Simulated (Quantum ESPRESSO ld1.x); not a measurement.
Question: The mean radii <r> (bohr) of the occupied orbitals of an atom or ion are listed with their occupations. All-electron calculation, Dirac Kohn-Sham, LDA (Slater exchange, VWN5 correlation), spin-unpolarised, spherical densities, point nucleus. Program: ld1.x of Quantum ESPRESSO 7.5.

| orbital | occ. | <r> |
|---|---|---|
| 1s1/2 | 2 | 0.04556 |
| 2s1/2 | 2 | 0.2024 |
| 2p1/2 | 2 | 0.1745 |
| 2p3/2 | 4 | 0.1782 |
| 3s1/2 | 2 | 0.5597 |
| 3p1/2 | 2 | 0.5559 |
| 3p3/2 | 4 | 0.5635 |
| 3d3/2 | 4 | 0.5365 |

Name the element and its charge. Open shells, if any, fill j = l - 1/2 first.

Answer: Z = 33, arsenic, charge +11: As11+ in [Ar] 3d4. The 1s radius gives Z: for a bare nucleus <r> = (2 gamma + 1)/(2Z) with gamma = sqrt(1 - (Z/c)^2), 0.04456 bohr for Z = 33, and screening makes it slightly larger (0.04556 here). The occupations add up to 22, and the charge is Z minus that.
